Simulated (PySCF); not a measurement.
**Two-dimensional NMR puzzle**

Compound of formula C8H12O2. Correlations simulated from computed shifts and the bond graph:

HSQC (one-bond C–H):
```csv
δH,δC
5.85,131.6
5.83,132.2
3.57,52.0
2.38,30.2
2.18,42.6
2.13,28.1
2.01,28.1
1.98,30.2
1.62,28.5
1.52,28.5
```

COSY cross peaks (H two or three bonds apart, from the bond graph; peaks can be absent where the dihedral angle is near 90°):
```csv
δH,δH
5.85,5.83
5.85,2.38
5.85,1.98
5.83,2.13
5.83,2.01
2.38,2.18
2.38,1.98
2.18,1.98
2.18,1.62
2.18,1.52
2.13,2.01
2.13,1.62
2.13,1.52
2.01,1.62
2.01,1.52
1.62,1.52
```

HMBC (two and three bonds, from the bond graph):
```csv
δH,δC
5.85,"132.2, 42.6, 30.2, 28.1"
5.83,"131.6, 30.2, 28.5, 28.1"
3.57,176.9
2.38,"176.9, 132.2, 131.6, 42.6, 28.5"
2.18,"176.9, 131.6, 30.2, 28.5, 28.1"
2.13,"132.2, 131.6, 42.6, 28.5"
2.01,"132.2, 131.6, 42.6, 28.5"
1.98,"176.9, 132.2, 131.6, 42.6, 28.5"
1.62,"176.9, 132.2, 42.6, 30.2, 28.1"
1.52,"176.9, 132.2, 42.6, 30.2, 28.1"
```

Carbons without hydrogens: δ 176.9.

PySCF 2.14.0 with density-fitted response routines calculation with B97-2/pcSseg-1 with gauge-including orbitals and coordinates at the PBE0-D3(BJ)/def2-SVP level; non-relativistic Hamiltonian, in vacuum, one conformer, averaged over atoms made equivalent by symmetry, fast rotation or ring inversion.

Scale: 1H and 13C against TMS (reference shieldings calculated alike).

Exchangeable hydrogens are left out of these lists.

**Question.** Assemble the structure.

**Answer.** SMILES [C@@H]1(C(OC)=O)CC=CCC1.

Numbering as in the mapped SMILES `[CH3:1][O:2][C:3](=[O:4])[C@@H:5]1[CH2:6][CH:7]=[CH:8][CH2:9][CH2:10]1` (H(Xn): hydrogen on atom n). Ha(C6), Ha(C9), Ha(C10) are cis to C3 on the ring; Hb(C6), Hb(C9), Hb(C10) are trans to C3 on the ring.

δC 176.9 is C3, an ester carbonyl carbon. δC 132.2 is C8, an alkene CH (δH 5.83). δC 131.6 is C7, an alkene CH (δH 5.85). δC 52.0 is C1, a methyl carbon bonded to O (δH 3.57). δC 42.6 is C5, an sp3 CH α to a carbonyl (δH 2.18). δC 30.2 is C6, an allylic sp3 CH2 (δH 2.38, 1.98). δC 28.5 is C10, an sp3 CH2 in a ring (δH 1.62, 1.52). δC 28.1 is C9, an allylic sp3 CH2 (δH 2.01, 2.13). HMBC from δH 3.57 reaches the proton-free carbon C3. HMBC from δH 2.38 reaches the proton-free carbon C3. HMBC from δH 2.18 reaches the proton-free carbon C3. HMBC from δH 1.98 reaches the proton-free carbon C3. COSY links 5.85–5.83, 5.85–2.38, 5.85–1.98, 5.83–2.13, 5.83–2.01, 2.38–2.18.

This is the structure that produced the data.

Shifts are as computed. Against solution values, carbons near 30 ppm lie about +1 ppm off and those near 130 ppm about +2 ppm. Of 1211 compounds with measured shifts, 218 miss one by over three times the rms of a fit or turn the order of signals round; such compounds aren't used in these exercises.
